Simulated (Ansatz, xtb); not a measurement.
**B2FH2N: which of two isomers lies lower**

We compare X, `FB1BN1`, a singlet, with Y, `BN=BF`, a singlet. Both are isolated molecules in the gas phase, relaxed with B3LYP-D3(BJ)/def2-SVP; the shapes shown needn't be the lowest conformers.

X (Å):

```yaml
atoms:
  - { symbol: B, position_ang: [1.0119, 0.7064, 0.3407] }
  - { symbol: B, position_ang: [0.6276, -0.5643, -0.5582] }
  - { symbol: F, position_ang: [1.3225, 1.8840, 0.8518] }
  - { symbol: N, position_ang: [0.8199, -0.5926, 0.8469] }
  - { symbol: H, position_ang: [0.8043, -1.2255, 1.6463] }
  - { symbol: H, position_ang: [0.3456, -1.3810, -1.3848] }
```

Y (Å):

```xyz
6

B     0.6811    1.1166    0.4750
B    -0.7141   -0.6679   -0.9136
F     1.3580    1.9824    1.1486
N     0.0206    0.2718   -0.1824
H    -0.1420   -1.5506   -1.5124
H    -1.9220   -0.5985   -0.9476
```

Energies in hartree; the thermal terms are from B3LYP-D3(BJ)/def2-SVP harmonic frequencies (ideal gas, rigid rotor, one conformer each, 298.15 K, 1 atm) and include the zero-point energy:

```
                                X           Y
E, CCSD(T)/def2-TZVPP  −205.242476  −205.255032
    zero-point energy     0.034322     0.031913
         H(298 K) − E     0.039169     0.037567
         G(298 K) − E     0.008545     0.006439
```

Question: Work out ΔE, ΔE₀, ΔH and ΔG for X → Y in kJ/mol (1 Eh = 2625.50 kJ/mol) and the equilibrium ratio [Y]/[X].

Answer: 1. ΔE = −205.255032 − (−205.242476) = −0.012556 Eh = −32.97 kJ/mol.
2. ΔE₀ = ΔE + ΔZPE = −0.012556 + (−0.002409) Eh = −39.29 kJ/mol.
3. ΔH = ΔE + (−0.001602) Eh = −37.17 kJ/mol.
4. ΔG = ΔE + (−0.002106) Eh = −38.50 kJ/mol, so ΔS = (ΔH − ΔG)/T = +4.4 J/(mol K).
5. kT = 0.9442 mEh, so K = [Y]/[X] = exp(−ΔG/kT) = exp(+15.53) ≈ 5.5 × 10^6.

Structure Y is favoured at this temperature. An error of 4 kJ/mol in ΔG would change K by a factor of 5. Mirror images and further conformers aren't counted.

As drawn, Y has 1 B=N, 1 B–H in place of 1 B–B, 1 B–N, 1 N–H. Structure X has a 3-membered ring, Y no ring.

Other levels gave ΔE = −111.3 (GFN2-xTB); −60.5 (HF/STO-3G, GFN2-xTB geometries); −32.3 (r2SCAN-D4/def2-SVP, GFN2-xTB geometries); −46.3 (B3LYP-D3(BJ)/def2-SVP); −58.3 (HF/def2-TZVPP); −37.0 (MP2/def2-TZVPP) kJ/mol. The correlated steps freeze 4 core orbitals. Programs: Ansatz 0.2.0, xtb 6.7.1.
